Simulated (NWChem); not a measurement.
SnHCl, singlet; SMILES [SnH][Cl]

```xyz
3

Sn     0.0119     0.6438     0.0000
H     -1.7686     0.7982     0.0000
Cl    -0.0425    -1.7491     0.0000
```
Atoms are numbered in this order, from 1.

Results from NWChem. Low-valent species are run as closed-shell singlets; no triplet was tried in these runs. Geometry: optimised at PBE0/def2-SVP (def2 core potentials past Kr). GIAO values for the isolated, static molecule; σ is the absolute isotropic shielding, δ = σ(reference) − σ with the isolated reference molecule computed at the same levels (1H: tetramethylsilane). Spin-orbit effects, on the heavy nuclei and on their neighbours, are missing.

For level PBE/x2c-SVPall-s, scalar ZORA without spin-orbit coupling:

```
Property     Value
-----------  -----
σ Sn1 (ppm)  579.1
δ H2 (ppm)   10.13
σ Cl3 (ppm)  308.6
```

**Question.** What are these values for level PBE0/x2c-SVPall-s, scalar ZORA without spin-orbit coupling?

**Answer.** The σ Sn1 (ppm) is 740.6 and the δ H2 (ppm) is 9.80. The σ Cl3 (ppm) is 457.2.
